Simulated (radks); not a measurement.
The numbers below are computed, except where a source is named.
Q: Ionisation of Hg28+, [Kr] 4d10 4f6, to Hg29+, [Kr] 4d10 4f5, under several functionals. Dirac Kohn-Sham, spin-unpolarised, spherical densities, point nucleus; open shells fill j = l - 1/2 first; a radial shooting solver on a logarithmic mesh with Libxc functionals. Known Delta-SCF values: HCTH/407 981.55 eV; PW91 977.02 eV; RPBE 976.73 eV. What does AM05 give, and what is its highest occupied eigenvalue?

A: 976.92 eV by Delta-SCF; the 4f5/2 eigenvalue is -949.60 eV. NIST: 990 eV (theoretical).

Beside tabulated values, note that spin-unpolarised runs miss the spin-polarisation part of the exchange energy of open shells.
